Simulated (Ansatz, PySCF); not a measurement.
Species: H6S, charge 0, multiplicity 1. 
Structure (B3LYP-D3(BJ)/def2-TZVP (Ansatz, a quantum-chemistry and plane-wave program) minimum search):
SMILES: [H][S@OH27]([H])([H])([H])([H])[H]
```xyz
7

S      0.0000     0.0000     0.0000
H      1.4140    -0.0061     0.0019
H     -1.4140     0.0061    -0.0019
H      0.0062     1.4140    -0.0126
H     -0.0062    -1.4140     0.0126
H     -0.0018     0.0126     1.4140
H      0.0018    -0.0126    -1.4140
```
Charge 0, spin multiplicity 1.

PBE beside other levels, property by property. Correlated levels leave the core frozen unless marked. UHF or UKS for open shells. No spin-orbit coupling. Non-relativistic. CBS(X,Y): correlation extrapolated as X^-3; Hartree-Fock from the larger set. The bracket is a focal-point correction in the basis named. Rows marked 298 K are enthalpies with B3LYP-D3(BJ) harmonic zero-point and thermal terms from PySCF. Atomisation energies are electronic, to ground-state atoms; the column to compare with has the core term from cc-pwCVTZ added, other frozen-core levels have none. Anions need diffuse functions, of which def2-TZVPD holds fewer than the aug- sets. The coupled-cluster column (Ansatz) is a level with limits of its own: (a) RI-MP2/CBS(aug-cc-pV(T+d)Z,aug-cc-pV(Q+d)Z)+[CCSD(T)-MP2]/aug-cc-pV(T+d)Z; (b) CCSD(T)/CBS(cc-pV(T+d)Z,cc-pV(Q+d)Z).

| property | r2SCAN-D4/def2-TZVPD (Ansatz + dftd4) | B3LYP-D3(BJ)/def2-TZVPD (Ansatz + dftd3) | CCSD(T)/aug-cc-pV(T+d)Z (Ansatz) | coupled cluster |
|---|---|---|---|---|
| atomisation energy (kcal/mol) | 296.1 | 296.9 | 286.0 | 293.2 (b) |
| deprotonation enthalpy (H-S bond), 298 K, to [H][S@OH20-]([H])([H])([H])[H] + H+ (kcal/mol) | 338.9 | 338.4 | 340.6 | 341.8 (a) |
| H-S bond dissociation enthalpy, 298 K, to [H][S@OH20]([H])([H])([H])[H] (H5S) + H atom (kcal/mol) | 49.1 | 50.2 | 53.3 | 54.9 (b) |

What does PBE/def2-TZVPD (Ansatz) give for each property, and on which side of coupled cluster does it fall?


- atomisation energy: PBE lies 0.3 kcal/mol above coupled cluster; PBE gives 293.5 kcal/mol.
- deprotonation enthalpy (H-S bond), 298 K, to [H][S@OH20-]([H])([H])([H])[H] + H+: PBE lies 9.0 kcal/mol below coupled cluster; PBE gives 332.8 kcal/mol.
- H-S bond dissociation enthalpy, 298 K, to [H][S@OH20]([H])([H])([H])[H] (H5S) + H atom: PBE lies 8.4 kcal/mol below coupled cluster; PBE gives 46.5 kcal/mol.
